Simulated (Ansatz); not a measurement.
Total energies of CH₃BFNO (`NB1OC1F`).

```xyz
8

N     1.291   -0.714    0.475
B     0.075   -0.214    0.058
O    -1.069   -0.653   -0.531
C    -1.025    0.766   -0.254
F    -0.988    1.524   -1.381
H     1.548   -1.679    0.360
H     2.002   -0.137    0.886
H    -1.834    1.106    0.386
```

Total charge 0; spin multiplicity 1. Geometry: relaxed with PBE0-D4/def2-TZVP. It is one conformer, not always the lowest. Basis def2-TZVPP, Ansatz 0.2.0.

RPA on PBE orbitals: Hartree–Fock energy of these orbitals -293.15437 Eh, correlation -1.45836 Eh (frozen core).

```json
{"functional": "LDA (SPW92)", "energy without D4 (Eh)": "-292.50209", "D4 term (kJ/mol)": "–"}
{"functional": "r2SCAN", "energy without D4 (Eh)": "-294.59884", "D4 term (kJ/mol)": "-2.8"}
{"functional": "B3LYP", "energy without D4 (Eh)": "-294.75117", "D4 term (kJ/mol)": "-18.0"}
{"functional": "r2SCANh", "energy without D4 (Eh)": "-294.58227", "D4 term (kJ/mol)": "-2.9"}
{"functional": "r2SCAN0", "energy without D4 (Eh)": "-294.55859", "D4 term (kJ/mol)": "-3.2"}
{"functional": "CAM-B3LYP", "energy without D4 (Eh)": "-294.64114", "D4 term (kJ/mol)": "-9.3"}
{"functional": "LC-ωPBE", "energy without D4 (Eh)": "-294.56620", "D4 term (kJ/mol)": "–"}
{"functional": "ωB97X-V", "energy without D4 (Eh)": "-294.65094", "D4 term (kJ/mol)": "–"}
{"functional": "ωB97M-V", "energy without D4 (Eh)": "-294.65765", "D4 term (kJ/mol)": "–"}
{"functional": "PBE-QIDH", "energy without D4 (Eh)": "-294.38307", "D4 term (kJ/mol)": "–"}
```

Q: Give the same for PBE, revPBE, BLYP, B97M-V, PBE0, HSE06 (plane-wave form), BHLYP, B2PLYP. (Best estimate.)

A: The calculation gave: 
```csv
functional,energy without D4 (Eh),D4 term (kJ/mol)
PBE,-294.42160,-11.2
revPBE,-294.65382,-39.9
BLYP,-294.68689,-25.6
B97M-V,-294.68874,–
PBE0,-294.42721,-9.3
HSE06 (plane-wave form),-294.41350,-8.6
BHLYP,-294.60219,-12.4
B2PLYP,-294.54388,–
```

B3LYP takes the VWN-RPA correlation (the form of Gaussian; ORCA's B3LYP/G). HSE06 is the plane-wave form, built on full-range PBE exchange. The double hybrids freeze the cores in their second-order part.

LC-ωPBE has ω = 0.4 bohr⁻¹.
